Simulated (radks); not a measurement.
Values are calculated unless marked as measured or tabulated.
Ionisation of the thallium ion Tl+, [Hg], to Tl2+, [Xe] 4f14 5d10 6s1, under several functionals. Dirac Kohn-Sham, spin-unpolarised, spherical densities, point nucleus; a radial shooting solver on a logarithmic mesh with Libxc functionals. The NIST Atomic Spectra Database gives 20.428 eV (measured). Rank these functionals by the error of their Delta-SCF ionisation energy: HCTH/407; LDA (Slater exchange, Perdew-Wang correlation); exchange-only LDA.

Answer. From best to worst: HCTH/407 20.838 eV (+0.410); exchange-only LDA 19.932 eV (-0.496); LDA (Slater exchange, Perdew-Wang correlation) 21.197 eV (+0.769). Spin polarisation and multiplet splitting are left out, so open shells lie too high by an amount that depends on their filling.

Beside tabulated values, note that spin-unpolarised runs miss the spin-polarisation part of the exchange energy of open shells.
